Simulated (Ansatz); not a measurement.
A structure relaxed at PBE0-D4/def2-SVP in Ansatz, charge 1, doublet:

Cartesian coordinates in Å:
```
Ti 0.414 1.300 -1.302
Si -1.517 1.701 0.160
Si -0.646 -2.127 0.887
Si -1.397 -0.486 -0.678
Si 0.012 0.161 1.284
Si 2.182 0.624 0.259
Si 0.952 -1.173 -0.609
```

Question: Give its formula and point group.

Answer: TiSi6⁺. Point group Cs (tolerance 0.1 Å).

Question: Summarise the bond lengths by kind (pairs closer than 1.2 times the sum of covalent radii, bridged metal pairs left out).

Answer: 10 × Si–Si 2.34 to 2.50 Å; 5 × Si–Ti 2.45 to 2.85 Å. The metal has 5 neighbours: Si 2.45 Å, Si 2.62 Å, Si 2.85 Å, Si 2.45 Å, Si 2.62 Å.

The charge 1 doublet is spin-contaminated (final ⟨S²⟩ up to 0.85, 0.75 for a pure state). The relaxation made no stability test and no search for a lower SCF solution. No other spin state of charge 1 was run. Another isomer (doublet) lies 0.20 eV lower at PBE0-D4/def2-TZVP; other spin states weren't run for this one.
